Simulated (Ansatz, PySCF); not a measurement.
Reaction R1 → P1 + P2, each structure at its B3LYP-D3(BJ)/def2-TZVP stationary point, reached from a drawn start (curvature not checked).
R1: H6W (SMILES [WH6]), charge 0, multiplicity 1.
P1, H4W (SMILES [WH4]) (charge 0, multiplicity 3, Z-matrix in Å and degrees):
```
W
H 1 1.7106
H 1 1.7106 2 109.46
H 1 1.7106 2 109.47 3 -120.00
H 1 1.7106 2 109.47 3 120.00
```
P2: H2 (SMILES [H][H]), charge 0, multiplicity 1.

| level | reaction energy (eV) | cost |
|---|---|---|
| HF/def2-SVP | -1.183 | - |
| HF/def2-QZVPP | -1.118 | - |
| PBE/def2-TZVPP | 1.073 | ×1 |
| PBE-D4/def2-TZVPP | 1.110 | ×1 |
| BLYP/def2-TZVPP | 0.770 | ×1 |
| BLYP-D4/def2-TZVPP | 0.854 | ×1 |
| B3LYP/def2-TZVPP | 0.633 | ×1 |
| B3LYP-D3(BJ)/def2-TZVPP | 0.704 | ×1 |
| B3LYP-D4/def2-TZVPP | 0.693 | ×1 |
| PBE0/def2-TZVPP | 0.799 | ×1 |
| CAM-B3LYP/def2-TZVPP | 0.632 | ×1 |
| SCS-MP2/def2-SVP | 0.709 | - |
| CCSD(T)/def2-TZVPP | 0.708 | ×5 |
| CCSD(T)/CBS(def2-TZVPP, def2-QZVPP) | 0.798 | ×50* |

P less R. No zero-point or thermal terms; singlets are restricted closed shells; open shells are unrestricted; no spin–orbit coupling. The spin states of the d-block species are the ones drawn and need not be the lowest.

Frozen-core correlation throughout. CBS(a, b) extrapolates the correlation energy as X⁻³ and adds the Hartree–Fock energy of set b.

The values were computed with Ansatz (Gaussian orbitals); PySCF for the D3/D4 terms. No computed number here is a measurement. Elements past Kr take the def2 small-core potentials, without spin–orbit coupling.

Costs are rough ratios of core time to PBE/def2-TZVPP (about 4 s over the structures, on one shared machine); a dash marks a level with no comparable run of its own. A star marks coupled-cluster runs past 200 virtual orbitals, where the program's memory plan changes under this machine's limit, so their costs aren't comparable with smaller runs.

Ansatz is a quantum-chemistry and plane-wave program.
